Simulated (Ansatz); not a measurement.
Mulliken charges of ClH2O2SV, SMILES `[OH][V]([OH])(=[S])[Cl]` from r2SCAN/def2-TZVPP in Ansatz (PBE0-D4/def2-TZVP geometry).

| atom | x (Å) | y (Å) | z (Å) | charge (e) |
| --- | --- | --- | --- | --- |
| O1 | -1.184 | 0.544 | 0.978 | -0.432 |
| V2 | 0.053 | 0.154 | -0.184 | 0.899 |
| O3 | 1.427 | -0.523 | 0.646 | -0.432 |
| S4 | -0.650 | -1.151 | -1.516 | -0.256 |
| Cl5 | 0.649 | 1.939 | -1.230 | -0.250 |
| H6 | -2.108 | 0.298 | 0.884 | 0.235 |
| H7 | 1.874 | -1.330 | 0.377 | 0.235 |

Problem. By hand: the dipole of these point charges (1 e Å = 4.8032 D).

Solution. Σ q r = (-0.108, -0.303, 0.125) e Å, of length 0.345 e Å = 1.66 D.

Problem. How does the dipole of the full density compare? (Best estimate.)

Solution. Computed: (-0.135, -0.382, 0.162) e Å, 2.10 D; the point charges give 0.79 times that, at 1° from its direction.

Point charges leave out the atoms' own dipoles, such as those of lone pairs, and Mulliken's split depends on the basis, so the two needn't agree.
